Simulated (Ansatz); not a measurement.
C₅H₁₂Si, charge +1, doublet, at a GFN2-xTB geometry (a state made from the parent by changing its charge; the spin is typed, not shown lowest); BLYP/3-21G in Ansatz (a quantum-chemistry and plane-wave program).

Here is a job for Ansatz.
Ansatz 0.2 input:
```yaml
crystal:
  periodic: [false, false, false]
  atoms:
    - {symbol: C, position_ang: [1.98742222, -0.71387019, 1.21039640]}
    - {symbol: C, position_ang: [1.55347815, 0.02772452, 0.23549644]}
    - {symbol: Si, position_ang: [-0.40674766, 0.15074491, -0.16653861]}
    - {symbol: C, position_ang: [-0.62098056, 1.98758016, -0.57878704]}
    - {symbol: C, position_ang: [-1.51306925, -0.51904359, 1.21237923]}
    - {symbol: C, position_ang: [-0.22472511, -1.09503153, -1.63248113]}
    - {symbol: H, position_ang: [3.02814494, -0.66592410, 1.52054307]}
    - {symbol: H, position_ang: [1.38616650, -1.39444468, 1.79194372]}
    - {symbol: H, position_ang: [2.13537443, 0.66765115, -0.40495820]}
    - {symbol: H, position_ang: [-1.65171731, 2.18907041, -0.86195158]}
    - {symbol: H, position_ang: [0.01401259, 2.29848376, -1.40600822]}
    - {symbol: H, position_ang: [-0.39466899, 2.63030928, 0.26936202]}
    - {symbol: H, position_ang: [-1.34268535, 0.00041892, 2.15316636]}
    - {symbol: H, position_ang: [-2.56436871, -0.38211288, 0.96723872]}
    - {symbol: H, position_ang: [-1.36417064, -1.58259184, 1.38769868]}
    - {symbol: H, position_ang: [0.45494310, -0.72256590, -2.39229668]}
    - {symbol: H, position_ang: [0.11608295, -2.07310296, -1.30794618]}
    - {symbol: H, position_ang: [-1.21539909, -1.19977601, -2.06727446]}
basis:
  gaussian:
    orbitals: 3-21G.json
hamiltonian:
  xc: blyp
total_charge: 1
magnetization: {spin_polarized: true, initial_magnetization: 1}
accuracy: high
```
The basis file holds 3-21G in the JSON format of the Basis Set Exchange.

The log (banner, timings and long lists left out):

```
Functional definition: BLYP
2051 factors; integrals over basis functions are off by at most 1.3e-8 eV
mean field evaluation 1: about -13153.2015 eV, gradient 7.0e1 eV
mean field evaluation 2: about -13135.8624 eV, gradient 8.2e1 eV
mean field evaluation 4: about -13174.5780 eV, gradient 1.2e1 eV
mean field evaluation 8: about -13175.5401 eV, gradient 1.1e-1 eV
mean field evaluation 16: about -13175.4504 eV, gradient 3.8e-4 eV
mean field evaluation 32: about -13174.2073 eV, gradient 3.0e0 eV
mean field -13175.45037166 eV, -484.1888705174 hartree, gradient 3.5e-8 eV, S^2 0.751712; 2 other end points of the search recorded, 0 dependent functions left out
reference -13175.45042981 eV, -484.1888726544 hartree; 28, 27 occupied and 54, 55 virtual orbitals, 2051 factors
Total energy: -13175.45042981 eV, -484.1888726544 hartree
```
